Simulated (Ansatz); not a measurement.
System: methylaminoboronic acid, CH$_{6}$BNO$_{2}$ (charge 0, singlet). 
Coordinates optimised at B3LYP-D3(BJ)/def2-TZVP (Ansatz, an electronic-structure program):
SMILES: CNB(O)O
```xyz
11

C      1.8389     0.7209     0.1206
N      0.7835    -0.2076     0.4795
B     -0.5420    -0.2111    -0.0376
O     -1.4826    -1.1421     0.3431
O     -0.9883     0.7192    -0.9466
H      2.5563     0.8204     0.9364
H      2.3904     0.4209    -0.7780
H      1.4271     1.7180    -0.0527
H      1.0872    -0.9676     1.0641
H     -1.1868    -1.7562     1.0181
H     -0.3154     1.3310    -1.2519
```

Parts of the frozen-core correlation energy in STO-3G (Ansatz, hartree). Frozen orbitals: 5; correlated occupied orbitals by spin: 15 and 15; virtual: 11 and 11. No spin-orbit coupling. Non-relativistic.

| term | value |
|---|---|
| reference (HF) | -266.82513 |
| MP2 opposite-spin | -0.17614 |
| MP2 same-spin | -0.03348 |
| CCSD correlation | -0.26151 |
| (T) | -0.00608 |
| T1 diagnostic | 0.013 |
| largest doubles amplitude | 0.043 |
